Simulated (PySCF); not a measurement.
Geometry:
```tsv
atom	x (Å)	y (Å)	z (Å)
P1	4.504	-0.848	-0.750
Si2	2.591	-0.553	0.442
Si3	1.050	0.843	-0.641
C4	-0.570	1.019	0.314
C5	-1.723	1.682	-0.486
C6	-2.290	0.279	-0.773
C7	-1.414	-0.283	0.363
H8	3.813	-1.087	-1.979
H9	4.665	0.548	-1.016
H10	2.007	-1.913	0.673
H11	2.985	0.003	1.776
H12	1.690	2.181	-0.860
H13	0.779	0.245	-1.991
H14	-0.345	1.477	1.292
H15	-2.382	2.267	0.175
H16	-1.463	2.314	-1.350
H17	-1.970	-0.097	-1.757
H18	-3.378	0.143	-0.691
H19	-1.967	-0.371	1.311
H20	-0.902	-1.243	0.182
```

Geometry: PBE0-D3(BJ)/def2-SVP; GIAO absolute shieldings from PySCF 2.14, gas phase, non-relativistic, averaged over equivalent atoms.

At PBE0/pcSseg-1 (205 basis functions, 32 s wall time on 1 thread of an Arm Neoverse V1, shared host):
```csv
atoms,σ (ppm)
P1,602.5
Si3,402.9
Si2,437.7
C5/C7,157.8
C6,162.6
C4,167.2
H12/H13,27.33
H10/H11,27.46
H15/H19,28.83
H17,29.05
H18,29.48
H16/H20,29.63
H14,29.69
H8/H9,29.75
```

Q: Predict the values at wB97X-D/pcSseg-1 on the same geometry.

A: 
| atoms | σ at wB97X-D/pcSseg-1 | change |
| --- | --- | --- |
| P1 | 600.5 | -2.0 |
| Si3 | 403.8 | +0.9 |
| Si2 | 438.3 | +0.6 |
| C5/C7 | 158.9 | +1.1 |
| C6 | 163.3 | +0.7 |
| C4 | 169.4 | +2.2 |
| H12/H13 | 27.49 | +0.16 |
| H10/H11 | 27.61 | +0.15 |
| H15/H19 | 29.03 | +0.20 |
| H17 | 29.23 | +0.18 |
| H18 | 29.61 | +0.13 |
| H16/H20 | 29.80 | +0.17 |
| H14 | 29.93 | +0.24 |
| H8/H9 | 29.91 | +0.16 |

The largest change is at C4 (sp3 CH bonded to Si). Cost: 205 basis functions, 46 s wall time on 1 thread of an Arm Neoverse V1, shared host. The order of the carbon signals is the same at both levels.
